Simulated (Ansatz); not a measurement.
`[AlH2][N]([SiH3])[SiH3]` and `[SiH3]N([SiH3])[Si]Br` differ in one atom or group.

Ansatz, PBE0-D4/def2-TZVP geometries, multiplicity 1. Each molecule was computed in one conformer, which needn't be the lowest.

Scalar relativity is left out up to krypton.

```
                                        property  `[AlH2][N]([SiH3])[SiH3]`
             HOMO–LUMO gap (PBE/def2-TZVPP) / eV                       4.72
           HOMO energy (ωB97M-V/def2-TZVPP) / eV                     -10.19
               LUMO energy (PBE/def2-TZVPP) / eV                      -1.98
size of the dipole moment (B3LYP/def2-TZVPP) / D                       0.29
  size of the dipole moment (PBE/def2-TZVPP) / D                       0.25
             LUMO energy (B3LYP/def2-TZVPP) / eV                      -1.41
```

**Question.** What does the change do to each property? (An estimate is asked.)

**Answer.** The calculation gave: 
```json
{"property": "HOMO–LUMO gap (PBE/def2-TZVPP) / eV", "`[SiH3]N([SiH3])[Si]Br`": "3.20", "shift": "-1.52"}
{"property": "HOMO energy (ωB97M-V/def2-TZVPP) / eV", "`[SiH3]N([SiH3])[Si]Br`": "-9.23", "shift": "0.96"}
{"property": "LUMO energy (PBE/def2-TZVPP) / eV", "`[SiH3]N([SiH3])[Si]Br`": "-2.92", "shift": "-0.94"}
{"property": "size of the dipole moment (B3LYP/def2-TZVPP) / D", "`[SiH3]N([SiH3])[Si]Br`": "1.79", "shift": "1.50"}
{"property": "size of the dipole moment (PBE/def2-TZVPP) / D", "`[SiH3]N([SiH3])[Si]Br`": "1.66", "shift": "1.41"}
{"property": "LUMO energy (B3LYP/def2-TZVPP) / eV", "`[SiH3]N([SiH3])[Si]Br`": "-2.30", "shift": "-0.89"}
```

With PBE0 the HOMO rises by 0.77 eV and the LUMO falls by 0.94 eV, so the gap narrows by about 1.71 eV. PBE moves the HOMO by 0.59 eV and ωB97M-V by 0.96 eV. Dipoles are sizes alone; their direction can turn.

B3LYP here is the variant with VWN-RPA as its local correlation; programs differ in this.

Spin–orbit coupling is left out; it splits and shifts lone-pair levels of the heavy atoms by tenths of an eV.
